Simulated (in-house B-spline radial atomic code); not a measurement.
# RPA and G0W0 on r2SCAN: Fe IV (Fe3+)

Configuration [Ar] 3d5, highest spin, mean-field start r2SCAN. Computed with a B-spline radial code for spherical atoms: all electrons, scalar-relativistic (spin-free one-electron X2C), finite nucleus, each spin shell either full or empty, empty states to l = 9 with an (l + 1/2)⁻⁴ tail; G0W0 by contour deformation at full frequency.

Command:
```bash
python run_gw.py task.json out
```
Settings (radii: box in bohr, nucleus in fm):
```
Z                        26
electrons                23
configuration            [Ar] 3d5
hamiltonian              x2c
method                   r2scan
lmax                     9
rms_radius               3.7377
spin_polarised           True
box_radius               14.14
intervals                69
```

Cost of the run: 2.4 s on 1 thread of Arm Neoverse V1, on a shared host.

Energies (hartree):

| term | value |
| --- | --- |
| mean-field total | -1270.58931 |
| Hartree-Fock functional on these orbitals | -1269.52816 |
| direct second order | -1.7714 |
| second-order exchange | 0.58227 |
| SOSEX correction | 0.53456 |

Problem. What is the RPA correlation energy, and what remains with SOSEX?

Solution. RPA gives -1.5505 hartree (-1.83 eV per electron); RPA + SOSEX gives -1.0159, and the second-order doubles -1.1891 hartree (no singles). SOSEX takes back 34 % of the RPA value.

Quasi-particle levels (eV):

```
  level  occupied  mean field  Σx - vxc     Σc  QP weight     G0W0
  3d up       yes      -45.71    -10.57      ?          ?        ?
3p down       yes      -93.73    -10.59   1.53      0.911  -102.79
3d down        no      -37.97     12.70  -5.57      0.933   -30.84
```

G0W0 = mean field + (Σx - vxc) + Σc, with Σc (partial-wave tail included) taken at the quasi-particle energy. Only the outer levels were computed. Levels of low weight are left out.

Problem. Where does G0W0 put 3d up?

Solution. At -54.72 eV, with Σc = 1.56 eV and a quasi-particle weight of 0.926. The tabulated removal energy is 54.91 ± 0.04 eV (NIST, measured); the calculation leaves out spin-orbit coupling, Breit and QED terms, and what these don't explain is the method's own error.
